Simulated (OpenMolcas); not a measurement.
Ir+.

* Program: OpenMolcas 26.06
* Method: CASSCF
* Basis: ANO-RCC-VDZP [7s6p4d2f]
* Scalar Hamiltonian: DKH2, point nucleus
* Active space: 8 electrons in 6 orbitals (5d 6s)
* State averaging: 2S+1 = 5 even, 15 roots; 2S+1 = 3 even, 82 roots kept (CI in the orbitals of an earlier block); 2S+1 = 1 even, 49 roots kept (CI in the orbitals of an earlier block)
* Spin-orbit coupling: RASSI with atomic mean-field integrals over the reference wave functions, term energies averaged over their components

Levels without dynamic correlation, in cm⁻¹ above 5d⁷ 6s ⁵F₅:

| Level | E |
| --- | --- |
| 5d⁷ 6s ⁵P₃ | 17312 |
| 5d⁷ 6s ³G₅ [70 %] | 20643 |
| 5d⁷ 6s ³H₆ | 26489 |

On this reference, MS-CASPT2, IPEA 0.25 Eh, imaginary shift 0.1 Eh (closed shells correlated: 5s 5p) puts 5d⁷ 6s ⁵P₃ at 15730 cm⁻¹.

Estimate the other levels at that method by one scale factor, and say how well it serves.

The factor is 15730 / 17312 = 0.909. Scaled values beside those that MS-CASPT2 gives and measured ones (NIST Handbook of Basic Atomic Spectroscopic Data):
| Level | Scaled | MS-CASPT2 | Miss (%) | Measured |
| --- | --- | --- | --- | --- |
| 5d⁷ 6s ³G₅ [70 %] | 18764 | 19270 | -2.6 | 17478 |
| 5d⁷ 6s ³H₆ | 24079 | 25030 | -3.8 |  |
For these levels the scaled values miss MS-CASPT2 by up to 3.8 %, as correlation changes each term by its own factor, spin-orbit parts do not scale and CASPT2 has its own spread within terms. This holds within one configuration; levels of others move differently, and the target method has errors of its own against measurement.

CASPT2 breaks the degeneracy within a term, and the mean is taken; among the terms shown or strongly mixed into the levels shown the widest spread is 940 cm-1 (5d⁷ 6s ⁵F, MS-CASPT2). Terms from blocks run as CI alone lack orbitals of their own. Configurations are named by rounded mean occupations; where the s occupation lies near a half they are strongly mixed, a name can repeat and a true partner stay unpaired. Without dynamic correlation excited terms often stand tens of per cent too high (terms of higher spin than the ground term too low), and those without a measured partner can miss by more than the paired ones (holds for CASSCF). Blocks of more than 70 roots (2S+1 = 3 even) ran without multistate coupling (holds for MS-CASPT2). Some terms miss by over 15 % even with CASPT2, which points to a basis or an active space too small for the shells correlated (holds for MS-CASPT2). Measured partners are found by configuration, term and J. A level has none where our copy of the source lacks it or the pairing is in doubt (some pairs that miss far off the trend of their configuration count as doubtful), and it then counts in no deviation. Only configurations of the active space appear.

A share in square brackets marks a mixed level and gives the weight of the term that names it, the lowest over the columns.
